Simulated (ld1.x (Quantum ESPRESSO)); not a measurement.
# Which change was made? (Tb, RRKJ)

- Element: Tb
- Generator: ld1.x (Quantum ESPRESSO) 7.5
- Type: norm-conserving RRKJ (Kleinman–Bylander form)
- Functional: PBE
- Relativity: scalar-relativistic
- Frozen core: [Kr] 4d10 4f8
- Valence charge: 11
- Reference configuration: 5s2 5p6 5d1 6s0 6p0 (charge +2)
- Partial waves: 5p (bound): rc 2.20 bohr; 5d (bound): rc 2.45 bohr; 5f channel at 0.2 Ry: rc 2.45 bohr; 5s (bound): rc 2.30 bohr
- Local potential: the s channel
- Core correction: a·sin(br)/r model core, default radius (core density twice the valence density)

Cutoffs, loose and tight: the cutoffs (Ry, on a coarse ladder) from which the occupation-weighted sum of valence levels, in a spherical-Bessel basis at the reference potential, stays within 10 and 1 mRy of its value at 400 Ry. They do not see the model core or the augmentation charge, which bear on the density cutoff. Test errors are all-electron minus pseudo excitation energies from the reference, over the configurations 5s2 5p6 5d1 6s2 6p0; 5s2 5p6 5d1 6s1 6p0; 5s2 5p6 5d0 6s0 6p0; 5s2 5p5 5d1 6s2 6p0; 5s2 5p6 5d1.5 6s1.5 6p0; 5s2 5p6 5d2 6s1 6p0; 5s2 5p6 5d1 6s1 6p1; variants that change the core or the reference have their own tests. The largest error is taken over the tests solved by every variant that gives reliable tests at all, those not shown here included: 5s2 5p5 5d1 6s2 6p0; 5s2 5p6 5d0 6s0 6p0; 5s2 5p6 5d1 6s1 6p0.

The base gives: outcome: generated; cutoff, loose: 21 Ry; cutoff, tight: 35 Ry; bound ghosts: none; largest test error (meV): +5294.

Question: After one change the result is: outcome: failed: run_pseudo: Errors in PS-KS equation. Which change was it?
A. all radii but the core radius scaled by about 1.31 (s 3.00, p 2.88, d 3.20, f 3.20 bohr)
B. all radii but the core radius scaled by about 0.90 (s 2.08, p 1.98, d 2.22, f 2.22 bohr)
C. all radii but the core radius scaled by about 0.77 (s 1.76, p 1.70, d 1.88, f 1.88 bohr)
D. all radii but the core radius scaled by about 1.17 (s 2.68, p 2.56, d 2.86, f 2.86 bohr)

Answer: D. The others give: all radii but the core radius scaled by about 0.77 (s 1.76, p 1.70, d 1.88, f 1.88 bohr) → outcome: generated; cutoff, loose: 50 Ry; cutoff, tight: 80 Ry; bound ghosts: f; largest test error (meV): +1158 | all radii but the core radius scaled by about 0.90 (s 2.08, p 1.98, d 2.22, f 2.22 bohr) → outcome: generated; cutoff, loose: 35 Ry; cutoff, tight: 50 Ry; bound ghosts: none; largest test error (meV): +3231 | all radii but the core radius scaled by about 1.31 (s 3.00, p 2.88, d 3.20, f 3.20 bohr) → outcome: generated; cutoff, loose: 15 Ry; cutoff, tight: 18 Ry; bound ghosts: s (extra level of the local part), p; largest test error (meV): +10247.
